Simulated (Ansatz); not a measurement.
Input for Ansatz (a program for electronic structure): U-B3LYP/def2-TZVPP on O2 (SMILES O=O).

Ansatz 0.2 input:
```yaml
crystal:
  periodic: [false, false, false]
  atoms:
    - {symbol: O, position_ang: [0.00000000, -0.00000000, -0.60213195]}
    - {symbol: O, position_ang: [-0.00000000, 0.00000000, 0.60213195]}
basis:
  gaussian:
    orbitals: def2-TZVPP
hamiltonian:
  xc: {name: B3LYP}
magnetization: {spin_polarized: true, initial_magnetization: 2}
```

Output:

```
WARN ansatz: RAYON_NUM_THREADS=1 ignored (pool sized by the plan → 1); use --threads N
Functional definition: B3LYP
integrals: 0.01 GiB planned
302 factors; their error is unknown
mean field: 0.13 GiB planned
mean field evaluation 1: about -4091.8227 eV, gradient 1.3e1 eV
mean field evaluation 2: about -4092.0952 eV, gradient 8.4e0 eV
mean field evaluation 4: about -4092.2995 eV, gradient 3.0e-1 eV
mean field evaluation 8: about -4092.3137 eV, gradient 7.9e-4 eV
mean field -4092.31370485 eV, -150.3897547833 hartree, gradient 2.0e-5 eV, S^2 2.008885; 0 other end points of the search recorded, 0 dependent functions left out
reference -4092.31383603 eV, -150.3897596041 hartree; 9, 7 occupied and 53, 55 virtual orbitals, 302 factors
Total energy: -4092.31383603 eV, -150.3897596041 hartree
```

The calculation finished and met its thresholds.

Cost: about 0.3 core-seconds (a rough figure).
